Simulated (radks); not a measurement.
Spherical quantum dot in the effective-mass picture: electrons in a well V = -V0 / (1 + exp((r - R)/a)) with V0 = 11, R = 2.8, a = 0.13, with a point charge +1 (a donor) at the centre, all in effective atomic units (hartree* = m*/eps^2 hartree, bohr* = eps/m* bohr), one dielectric constant everywhere. Method: non-relativistic Kohn-Sham, LDA (Slater exchange, Perdew-Wang correlation), spin-polarised, spherical densities; computed with a radial shooting solver with Libxc functionals. Levels are named by radial order and angular momentum (1s, 1p, 1d, 2s, ...), and open shells are averaged over m.

N = 5, configuration 1s2 1p(up 3, down 0). This is the lowest configuration that the search found. Occupied and some empty levels:

level,occupation,eigenvalue (hartree*),<r> (bohr*)
1s up,1,-8.9136,1.377
1s down,1,-8.7915,1.353
1p up,3,-8.2464,1.749
1p down,0,-8.1050,1.751
1d up,0,-7.5007,1.915
2s up,0,-7.4077,1.421
1d down,0,-7.3607,1.921
2s down,0,-7.3181,1.437
1f up,0,-6.6072,2.031
1f down,0,-6.4725,2.038

Energy (hartree*): total -48.8006, kinetic 4.3219, external -58.088, Hartree 6.9869, exchange-correlation -2.0215.

Electron density:

r (bohr*),n(r) (e/bohr*^3)
0.152,0.3611
0.321,0.2732
0.491,0.2183
0.660,0.1847
0.830,0.1639
0.999,0.1502
1.17,0.1393
1.34,0.1284
1.51,0.1154
1.68,0.09949
1.85,0.08069
2.02,0.06043
2.18,0.04062
2.35,0.02347
2.52,0.01109
2.69,0.004031
2.86,0.001104
3.03,0.0002532
3.20,0.00005320
3.37,0.00001104
